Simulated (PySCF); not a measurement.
AlFBr₂, SMILES [F][Al]([Br])[Br]. Geometry: B3LYP-D3(BJ)/def2-SVP. The structure was generated by enumeration; whether it is a known compound was not checked.

Computed with B3LYP-D3(BJ)/def2-SVP (PySCF 2.14.0).

Harmonic wavenumbers (cm⁻¹): 104, 181, 212, 310, 530, 892. Rotational constants (GHz): 3.577, 0.8270, 0.6717; symmetry number 2.

Question: Work out the zero-point energy and the ideal-gas rigid-rotor harmonic-oscillator thermochemistry at 298.15 K and 1 atm.

Answer: ZPE = ½ Σ hcν = ½ × 2229 cm⁻¹ = 3.19 kcal/mol. H − E(el) = 7.14 kcal/mol. Entropy in cal/(mol K): translation 41.87, rotation 28.09, vibration 9.82, total 79.78. G − E(el) = -16.64 kcal/mol. Cp = 16.93 cal/(mol K). Modes under 150 cm⁻¹ make the vibrational entropy uncertain.
